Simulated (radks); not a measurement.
Spherical jellium clusters: N electrons in a uniform positive sphere of charge N and radius rs N^(1/3), rs = 2.94 bohr. Calculated with a radial shooting solver with Libxc functionals: non-relativistic Kohn-Sham, LDA (Slater exchange, Perdew-Wang correlation), spin-polarised, spherical densities. Levels are named by radial order and angular momentum (1s, 1p, 1d, 2s, ...), and open shells are averaged over m. Each electron was tried in the lowest free levels, single moves between levels near the top were tried too, and the lowest total energy was kept; such a search can miss a lower state. Energies include the self-energy of the background; IP and EA are vertical (highest electron removed, lowest free level filled), at fixed background; spill-out counts the electrons outside the background radius R, and alpha is the static dipole polarisability from linear response (closed shells only). A dash means not computed or, for alpha, an open shell; in EA it means that no bound solution was reached, which is typical of self-interaction and does not show that the anion is unstable. Real open-shell clusters deform, which this model forbids.

| N | open shells | 2S | E/N (eV) | E(N+1) + E(N-1) - 2E(N) (eV) | EA (eV) | -e(HOMO) (eV) | spill-out (e) | alpha/R^3 |
|---|---|---|---|---|---|---|---|---|
| 1 | 1s(up 1, down 0) | 1 | -0.806 | - | - | 3.607 | 0.49 | - |
| 2 | none | 0 | -1.468 | 1.782 | - | 4.041 | 0.70 | 1.957 |
| 3 | 1p(up 1, down 0) | 1 | -1.095 | -0.862 | - | 2.327 | 1.07 | - |
| 4 | 1p(up 2, down 0) | 2 | -1.124 | -0.701 | - | 3.088 | 1.30 | - |
| 5 | 1p(up 3, down 0) | 3 | -1.281 | 0.336 | - | 3.603 | 1.46 | - |
| 6 | 1p(up 3, down 1) | 2 | -1.330 | -0.569 | - | 3.283 | 1.63 | - |
| 7 | 1p(up 3, down 2) | 1 | -1.447 | -0.427 | 1.945 | 3.729 | 1.76 | - |
| 8 | none | 0 | -1.587 | 2.035 | - | 4.057 | 1.88 | 1.640 |
| 9 | 1d(up 1, down 0) | 1 | -1.471 | -0.387 | - | 2.152 | 2.10 | - |
| 10 | 1d(up 2, down 0) | 2 | -1.416 | -0.350 | - | 2.554 | 2.29 | - |
| 11 | 1d(up 3, down 0) | 3 | -1.403 | -0.310 | - | 2.882 | 2.44 | - |
| 12 | 1d(up 4, down 0) | 4 | -1.418 | -0.274 | 1.597 | 3.155 | 2.57 | - |
| 13 | 1d(up 5, down 0) | 5 | -1.452 | 0.424 | - | 3.386 | 2.68 | - |
| 14 | 1d(up 5, down 0) 2s(up 1, down 0) | 6 | -1.451 | -0.254 | 1.495 | 3.027 | 2.96 | - |
| 15 | 1d(up 5, down 2) | 3 | -1.467 | -0.260 | 1.752 | 3.228 | 2.93 | - |
| 16 | 1d(up 5, down 3) | 2 | -1.497 | -0.216 | 1.973 | 3.444 | 3.03 | - |
| 17 | 1d(up 5, down 4) | 1 | -1.536 | -0.192 | 2.167 | 3.630 | 3.13 | - |
| 18 | none | 0 | -1.581 | 0.258 | 1.985 | 3.793 | 3.22 | 1.486 |
| 19 | 2s(up 1, down 0) | 1 | -1.609 | 0.215 | 1.872 | 3.543 | 3.42 | - |
| 20 | none | 0 | -1.622 | 1.037 | - | 3.394 | 3.65 | 1.536 |
| 21 | 1f(up 1, down 0) | 1 | -1.585 | -0.199 | - | 2.420 | 3.77 | - |
| 22 | 1f(up 2, down 0) | 2 | -1.561 | -0.185 | - | 2.610 | 3.89 | - |
| 23 | 1f(up 3, down 0) | 3 | -1.546 | -0.172 | 1.455 | 2.780 | 3.99 | - |
| 24 | 1f(up 4, down 0) | 4 | -1.540 | -0.159 | 1.614 | 2.934 | 4.09 | - |
| 25 | 1f(up 5, down 0) | 5 | -1.541 | -0.148 | 1.761 | 3.075 | 4.18 | - |
| 26 | 1f(up 6, down 0) | 6 | -1.548 | -0.138 | 1.896 | 3.203 | 4.26 | - |
| 27 | 1f(up 7, down 0) | 7 | -1.559 | 0.401 | 1.506 | 3.321 | 4.34 | - |
| 28 | 1f(up 7, down 1) | 6 | -1.555 | - | 1.664 | 2.929 | 4.43 | - |

All shells are closed at N = 2, 8, 18, 20 (there: 1s2 1p6 1d10 2s2); the second difference of the energy has clear peaks (12 % above both neighbours; the first and last values, which can be the largest, are not judged, and half-filled shells can peak too) at N = 5, 8, 13, 18, 20.
